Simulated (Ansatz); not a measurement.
`FCC(F)CF` + `FCF` → `FCC(F)CC(F)F` + H–F  (formal exchange of groups at a C–F bond)

Program: Ansatz. Geometries: PBE0-D4/def2-TZVP. ΔE: electronic, gas phase. CCSD(T)/CBS is the MP2 limit (def2-TZVPP, def2-QZVPP) plus CCSD(T) − MP2 in def2-TZVPP, frozen cores. This one scheme is used for every species. Functionals use def2-TZVPP. B3LYP here is the variant with VWN-RPA as its local correlation; programs differ in this. Each species was taken in one conformer, which may not be the lowest.

`FCC(F)CF`:

```xyz
11

F     1.374    0.380    1.351
C     1.264    0.296   -0.022
C    -0.002   -0.414   -0.421
F     0.124   -1.768   -0.170
C    -1.216    0.112    0.298
F    -2.360   -0.381   -0.289
H     2.130   -0.250   -0.403
H     1.266    1.313   -0.427
H    -0.140   -0.294   -1.503
H    -1.242    1.205    0.241
H    -1.199   -0.198    1.345
```

`FCF`:

Cartesian coordinates in Å:
```
F -0.763 0.605 0.876
C 0.003 -0.074 -0.006
F 0.697 0.816 -0.750
H 0.711 -0.696 0.548
H -0.649 -0.652 -0.667
```

`FCC(F)CC(F)F`:

```xyz
14

F    -1.533   -0.493   -2.552
C    -0.898    0.353   -1.673
C    -0.270   -0.431   -0.553
F     0.773   -1.191   -1.067
C     0.278    0.473    0.528
C     0.887   -0.303    1.666
F     1.401    0.559    2.580
F    -0.074   -1.031    2.296
H    -1.638    1.051   -1.270
H    -0.131    0.908   -2.223
H    -1.002   -1.133   -0.143
H    -0.519    1.097    0.941
H     1.047    1.129    0.111
H     1.680   -0.989    1.358
```

H–F:

Cartesian coordinates in Å:
```
F 0.347 -0.246 0.174
H -0.347 0.246 -0.174
```

```
             level  ΔE (kJ/mol)  difference from CCSD(T)/CBS
         revPBE-D4        -67.6                         11.4
            revPBE        -55.3                         23.7
             B3LYP        -54.1                         24.9
           r2SCANh        -67.7                         11.3
           r2SCAN0        -69.6                          9.4
   CCSD/def2-TZVPP        -71.9                          7.1
CCSD(T)/def2-TZVPP        -74.5                          4.5
    MP2/def2-QZVPP        -85.0                         -6.0
SCS-MP2/def2-QZVPP        -74.6                          4.4
     MP2/CBS(def2)        -87.0                         -8.0
       CCSD(T)/CBS        -79.0                            0
```

Q: What do rigid-rotor, harmonic-oscillator terms from PBE0-D4/def2-TZVP frequencies (298.15 K, 1 bar) make of the CCSD(T)/CBS value? (Best estimate.)

A: The calculation gave: ΔZPE = -6.4 kJ/mol, ΔH = -82.3 kJ/mol, ΔS = -24 J/(mol·K), ΔG = -75.2 kJ/mol.

Largest T1 diagnostic among the species: 0.011.

From BLYP to BHLYP (50 % exact exchange), in def2-TZVPP and without D4, ΔE moves by −9.5 kJ/mol. The D4 term adds −7.3 kJ/mol with B3LYP and −4.2 kJ/mol with PBE0; it sums over pairs of atoms, weighted by their polarisabilities, and B3LYP, whose exchange is more repulsive, gets the larger term. At CCSD(T), def2-SVP lies +10.6 kJ/mol from the extrapolated value and def2-TZVPP +4.6 kJ/mol.
